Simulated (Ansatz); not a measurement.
BrHMg (`[MgH][Br]`) at its PBE0-D4/def2-TZVP geometry, where that method's forces vanish. Total charge 0; spin multiplicity 1.

```xyz
3

Mg   -0.1442    0.0141   -0.1624
Br    1.4052   -0.1370    1.5840
H    -1.2609    0.1229   -1.4215
```

Q: What forces (eV/Å) does ωB97M-V/def2-TZVPP give on these atoms in Ansatz 0.2.0? (Estimate.)

A: Ansatz gave: 
```
Mg1 -0.065  0.006 -0.073
Br2 -0.006  0.001 -0.006
H3   0.070 -0.007  0.079
```
